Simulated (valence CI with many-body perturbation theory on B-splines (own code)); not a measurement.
**Lu XXXIII: calculated level list**

Computed by valence CI with perturbative core correlation (CI+MBPT): three valence electrons over a frozen Dirac-Fock core [Kr], a basis of 7 s, 7 p, 8 d, 6 f, 4 g, 1 h functions for each j, with the one-electron correlation potential Σ1, the two-electron term Σ2, the three-electron term Σ3, Breit, model QED; selected CI, second order for the rest, scaled by the run's own slope (own B-spline code, finite nucleus).

No measured spectrum was set against this ion. As an estimate, large intervals hold to a few tenths of a per cent, small ones and those within an open d or f shell to about a per cent. The list stops below the first excitations out of the core.

Levels 1 to 19 of 19, with energies above the lowest level, (4d3/2^3) J=3/2. "Leading %" is the weight of the configuration and term that name the level; weights of strongly mixed levels are sums over their largest components and can fall short. In the jj column 3d3/2^4 stands for four electrons in 3d with j = 3/2.

| No. | Configuration | Term | J | E (eV) | Leading % | Leading jj | g | Second component |
| --- | --- | --- | --- | --- | --- | --- | --- | --- |
| 1 | 4d3 | 4F | 3/2 | 0.000 | 53 | 4d3/2^3 (96 %) | 0.667 | 34 % 4d3 2D |
| 2 | 4d3 | 4F | 5/2 | 11.509 | 86 | 4d3/2^2 4d5/2 (98 %) | 1.051 | 13 % 4d3 2D |
| 3 | 4d3 | 4P | 3/2 | 13.872 | 40 | 4d3/2^2 4d5/2 (97 %) | 1.222 | 30 % 4d3 2P |
| 4 | 4d3 | 2G | 7/2 | 14.971 | 44 | 4d3/2^2 4d5/2 (92 %) | 1.067 | 42 % 4d3 4F |
| 5 | 4d3 | 2G | 9/2 | 15.437 | 43 | 4d3/2^2 4d5/2 (98 %) | 1.060 | 41 % 4d3 2H |
| 6 | 4d3 | 4P | 1/2 | 15.645 | 61 | 4d3/2^2 4d5/2 (99 %) | 1.886 | 39 % 4d3 2P |
| 7 | 4d3 | 4P | 5/2 | 22.684 | 51 | 4d3/2^2 4d5/2 (85 %) | 1.341 | 31 % 4d3 2D |
| 8 | 4d3 | 4F | 7/2 | 26.501 | 56 | 4d3/2 4d5/2^2 (95 %) | 1.090 | 41 % 4d3 2G |
| 9 | 4d3 | 4F | 9/2 | 27.955 | 53 | 4d3/2 4d5/2^2 (94 %) | 1.139 | 43 % 4d3 2H |
| 10 | 4d3 | 4P | 3/2 | 29.602 | 41 | 4d3/2 4d5/2^2 (99 %) | 1.137 | 40 % 4d3 2D |
| 11 | 4d3 | 2P | 1/2 | 30.606 | 61 | 4d3/2 4d5/2^2 (99 %) | 1.443 | 39 % 4d3 4P |
| 12 | 4d3 | 2H | 11/2 | 31.507 | 100 | 4d3/2 4d5/2^2 (100 %) | 1.088 |  |
| 13 | 4d3 | 2D | 5/2 | 31.653 | 49 | 4d3/2 4d5/2^2 (85 %) | 1.213 | 24 % 4d3 4P |
| 14 | 4d3 | 2D | 5/2 | 33.856 | 43 | 4d3/2 4d5/2^2 (96 %) | 1.107 | 41 % 4d3 2F |
| 15 | 4d3 | 2F | 7/2 | 34.616 | 83 | 4d3/2 4d5/2^2 (97 %) | 1.103 | 15 % 4d3 2G |
| 16 | 4d3 | 2D | 3/2 | 40.518 | 62 | 4d3/2 4d5/2^2 (80 %) | 0.989 | 30 % 4d3 2P |
| 17 | 4d3 | 2G | 9/2 | 42.671 | 54 | 4d5/2^3 (96 %) | 1.145 | 31 % 4d3 4F |
| 18 | 4d3 | 2D | 3/2 | 47.913 | 62 | 4d5/2^3 (81 %) | 1.033 | 27 % 4d3 2P |
| 19 | 4d3 | 2D | 5/2 | 51.406 | 64 | 4d5/2^3 (92 %) | 1.159 | 22 % 4d3 2F |

The ionisation energy to 4d2 3F_2 of the next ion comes out as 1293.5 eV (NIST: 1292 ± 4 eV (theoretical)). All 19 levels together are meant to be complete up to 116.028 eV.
